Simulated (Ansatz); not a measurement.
Reactions of C₄H₃F₃ (`C=C(F)C(F)=CF`).

Calculated with Ansatz (gas phase, PBE0-D4/def2-TZVP geometries, no zero-point term in ΔE). CBS: MP2 limit from def2 TZ/QZ plus the TZ coupled-cluster correction, frozen cores. This one scheme is used for every species, atoms too. Double bonds are as drawn, so ΔE can hold a change between cis and trans. DFT in def2-TZVPP. Open shells (•) are unrestricted, without spin–orbit coupling. Spin–orbit coupling would lower the free atoms: a little for C, F. def2 core potentials past Kr. Bonds to Sn are less sure, by a few kJ/mol each and by 10 to 20 or more in all where they break to atoms, as the def2 sets lack core-valence functions. One conformer a species, not always the lowest.

```json
{"reaction": "`C=C(F)/C(F)=C/F` → `FC1=CC(F)(F)C1`", "CCSD(T)/CBS(def2) (kcal/mol)": "-6.3"}
{"reaction": "`C=C(F)/C(F)=C/F` → 4 C• + 3 F• + 3 H•", "CCSD(T)/CBS(def2) (kcal/mol)": "?"}
{"reaction": "`C=C(F)/C(F)=C/F` + CH₃NH₂ → `C=C(F)NC` + `F/C=C/F`", "CCSD(T)/CBS(def2) (kcal/mol)": "4.2"}
{"reaction": "`C=C(F)/C(F)=C/F` + `[NH2][SnH3]` → `C=C(F)[NH][SnH3]` + `F/C=C/F`", "CCSD(T)/CBS(def2) (kcal/mol)": "2.4"}
{"reaction": "`C=C(F)/C(F)=C/F` → `C=C(F)C=C(F)F`", "CCSD(T)/CBS(def2) (kcal/mol)": "?"}
{"reaction": "`C=C(F)/C(F)=C/F` + CH₃OH → `CO/C(F)=C/F` + `C=CF`", "CCSD(T)/CBS(def2) (kcal/mol)": "9.1"}
```

Q: Fill in the missing values. (An estimate is asked.)

A: Ansatz gave: `C=C(F)/C(F)=C/F` → 4 C• + 3 F• + 3 H•: +1031.2 kcal/mol; `C=C(F)/C(F)=C/F` → `C=C(F)C=C(F)F`: -6.4 kcal/mol.

Largest T1 diagnostic: 0.013, for `C=C(F)[NH][SnH3]`.
